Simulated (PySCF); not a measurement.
FeH2O, SMILES [OH][FeH] (connectivity only; charge and spin as stated), neutral, multiplicity 5. Geometry: B3LYP-D3(BJ)/def2-TZVP. The spin state was assumed, not searched.

Level of theory: B3LYP-D3(BJ)/def2-TZVP in PySCF.

Harmonic wavenumbers (cm⁻¹): 249, 269, 381, 703, 1757, 3910. Rotational constants (GHz): 1327, 10.45, 10.37; symmetry number 1.

Problem. Work out the zero-point energy and the ideal-gas rigid-rotor harmonic-oscillator thermochemistry at 298.15 K and 1 atm.

Solution. ZPE = ½ Σ hcν = ½ × 7268 cm⁻¹ = 10.39 kcal/mol. H − E(el) = 13.63 kcal/mol. Entropy in cal/(mol K): translation 38.81, rotation 18.35, vibration 4.68, spin 3.20, total 65.05. G − E(el) = -5.76 kcal/mol. Cp = 13.81 cal/(mol K).
